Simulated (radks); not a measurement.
Values are calculated unless marked as measured or tabulated.
Q: The gold ion Au77+, [He]. Code: a radial shooting solver on a logarithmic mesh with Libxc functionals. Model: non-relativistic Kohn-Sham, exchange-only LDA, spin-polarised, spherical densities, point nucleus. Every spin shell is full or empty, so the densities are truly spherical. Functionals are evaluated on that one density, not self-consistently. Rank these exchange functionals by their error against the exact value of the orbitals, and give that value: LDA, B88, PBE, PBEsol, revPBE, RPBE, PW91, OPTX, WC, SOGGA, G96, TPSS, revTPSS, SCAN.

A: Exact: -49.1179 hartree. From best to worst, with 100 (|E| - |E exact|)/|E exact| (equal figures are ties): revTPSS +0.01, TPSS +0.01, SCAN +0.01, G96 -0.40, RPBE -0.40, OPTX -0.60, revPBE -0.61, B88 -0.86, PW91 -1.78, PBE -2.08, WC -4.03, PBEsol -6.32, SOGGA -6.55, LDA -14.22.
